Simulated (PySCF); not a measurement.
Species: C₄H₆F₂Se.
InChI=1S/C4H6F2Se/c5-4(6)3-1-2-7-3/h3-4H,1-2H2/t3-/m0/s1

Level of theory: PySCF, TDDFT B3LYP/def2-SVPD, vertical, gas phase, core orbitals frozen in the response. Isolated species at its PBE0-D3(BJ)/def2-SVP geometry (one conformer only). Relativistic effects, spin–orbit coupling among them, are left out although an element past zinc is present. Torsions of this conformer, `[F:1][CH:2]([F:3])[C@@H:4]1[CH2:5][CH2:6][Se:7]1`: F1–C2–C4–C5 -69°.

```csv
state,E (eV),λ (nm),ν̃ (cm⁻¹),f,|μ| (D),"main configurations (H = HOMO, L = LUMO)"
S1,3.89,318.9,31350,0.0000,0.05,H→L (99%)
S2,5.35,231.8,43150,0.014,0.84,H→L+1 (94%)
S3,5.76,215.3,46450,0.037,1.30,H→L+2 (93%)
S4,6.00,206.5,48430,0.035,1.24,H→L+3 (98%)
S5,6.24,198.6,50360,0.044,1.36,H-1→L (97%)
S6,6.73,184.3,54270,0.0051,0.45,H→L+4 (93%)
```

The lowest singlet lies at 3.89 eV (319 nm, ultraviolet) and is dark (f under 0.0005); its leading configuration is HOMO→LUMO (99%). The strongest level in the table is S5 at 6.24 eV (199 nm, f = 0.044). Löwdin shares by element: HOMO selenium 74%, carbon 18% or more; LUMO selenium 58%, carbon 28% or more. Orbital energies (eV): HOMO-3 -9.83, HOMO-2 -9.25, HOMO-1 -8.38, HOMO -6.33, LUMO -1.17, LUMO+1 -0.04, LUMO+2 0.31. The listed states span 2.84 eV, and the widest gap between neighbours is 1.46 eV (S1 to S2). Of the 6 states listed, 4 reach f = 0.01 and 1 stays under 0.0005. Only the lowest 6 singlets were computed, as vertical energies without vibronic structure.
